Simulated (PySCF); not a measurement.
O2Se, SMILES [Se](=O)=O.

Geometry: PBE0-D3(BJ)/def2-TZVP.

All values below come from M06-2X/def2-TZVPD in PySCF.

Symmetry labels are those of the subgroup C2v that the program uses (full group C2v).

List the valence orbital energies around the gap with their symmetry. (An estimate is asked for; the answer gives what the named calculation found.)


| orbital | symmetry | energy (eV) |
|---|---|---|
| HOMO−7 | B2 | -30.45 |
| HOMO−6 | A1 | -19.95 |
| HOMO−5 | B2 | -14.71 |
| HOMO−4 | A1 | -14.53 |
| HOMO−3 | B1 | -14.26 |
| HOMO−2 | B2 | -11.39 |
| HOMO−1 | A2 | -11.25 |
| HOMO | A1 | -10.80 |
| LUMO | B1 | -3.28 |
| LUMO+1 | A1 | 0.11 |
| LUMO+2 | B2 | 0.23 |
| LUMO+3 | A1 | 0.29 |
